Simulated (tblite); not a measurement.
Species: C5H9OS (doublet state).
Numbering: `[CH3:1][C@H:2]([CH:3]=[O:4])[C@@H:5]([CH3:6])[S:7]` (hydrogens: H8, H9, H10 on C1; H11 on C2; H12 on C3; H13 on C5; H14, H15, H16 on C6)

Geometry (GFN2-xTB, Å), atoms numbered from 1 in this order:
```xyz
16
C5H9OS angstrom
C      1.414   -0.916   -0.320
C      0.387    0.132   -0.735
C      0.741    1.505   -0.218
O      1.777    1.826    0.283
C     -1.051   -0.205   -0.310
C     -1.232   -0.269    1.201
S     -2.192    1.005   -1.029
H      1.140   -1.897   -0.698
H      1.502   -0.962    0.762
H      2.387   -0.645   -0.722
H      0.391    0.226   -1.830
H     -0.092    2.227   -0.365
H     -1.338   -1.162   -0.758
H     -0.674   -1.105    1.617
H     -2.283   -0.404    1.445
H     -0.884    0.652    1.664
```

Calculated harmonic vibrations of the isolated species, GFN2-xTB (tblite), most abundant isotopes, no scaling. Against measured fundamentals such values can be off by several per cent, at times by over 20. One conformer, not necessarily the lowest. Open shells enter through the occupations alone, without spin polarisation, and single modes of such species can be off by tens of per cent.

Harmonic wavenumbers (cm⁻¹): 64.8, 100.6, 156.2, 181.8, 205.3, 252.3, 268.8, 302.2, 375.5, 523.7, 611.9, 699.4, 815.0, 895.0, 922.2, 1002.2, 1010.7, 1043.0, 1073.8, 1120.1, 1151.1, 1172.5, 1231.8, 1270.4, 1283.9, 1342.7, 1404.9, 1409.2, 1479.3, 1483.4, 1487.9, 1500.4, 1806.2, 2698.0, 2895.0, 2916.1, 3033.4, 3034.3, 3042.9, 3044.4, 3050.5, 3059.6.

A = 3058, B = 1506, C = 1298 MHz; mass 117.037 u (most abundant isotopes); point group C1, symmetry number 1; spin multiplicity 2.

Q: Zero-point energy?

A: ½Σν̃ = 28211 cm⁻¹ = 337.48 kJ/mol.

Q: Give the ideal-gas entropy at 298.15 K and 1 bar in the rigid-rotor, harmonic-oscillator model (classical rotation).

A: Translation 168.25, rotation 118.73, vibration 96.29, spin (R ln 2) 5.76: S = 389.0 J/(mol K).

Q: And Cp and H(298.15 K) − H(0)?

A: Cp = 134.15 J/(mol K), of which vibrations give 100.89 (their classical limit is 42 R = 349.2); H(298.15 K) − H(0) = 25.51 kJ/mol without the zero-point energy, 15.59 from vibrations.

Q: How do the functions run with temperature in this model?

A: 
| T (K) | S (J/(mol K)) | Cp (J/(mol K)) | H − H(0) (kJ/mol) | G − H(0) (kJ/mol) | ln q(vib) |
| --- | --- | --- | --- | --- | --- |
| 150 | 314.2 | 89.4 | 9.01 | -38.13 | 2.11 |
| 250 | 366.8 | 119.0 | 19.42 | -72.28 | 4.27 |
| 400 | 433.0 | 166.5 | 40.83 | -132.38 | 7.42 |
| 600 | 511.1 | 219.5 | 79.72 | -226.96 | 11.49 |
| 900 | 611.0 | 272.3 | 154.14 | -395.75 | 17.26 |

q(vib) and H(0) count from the zero-point level.

Q: Which modes carry the vibrational entropy at 298.15 K?

A: 64.8 cm⁻¹: 18.01; 100.6 cm⁻¹: 14.40; 156.2 cm⁻¹: 10.86; 181.8 cm⁻¹: 9.66; 205.3 cm⁻¹: 8.72; 252.3 cm⁻¹: 7.17 J/(mol K); the other 36 give 27.45 together.

Hindered rotation and anharmonicity are outside this model. Other conformers, if any are populated, would add a mixing term that is left out. The structure is chiral; the term R ln 2 for an equal mix with its mirror image is left out.
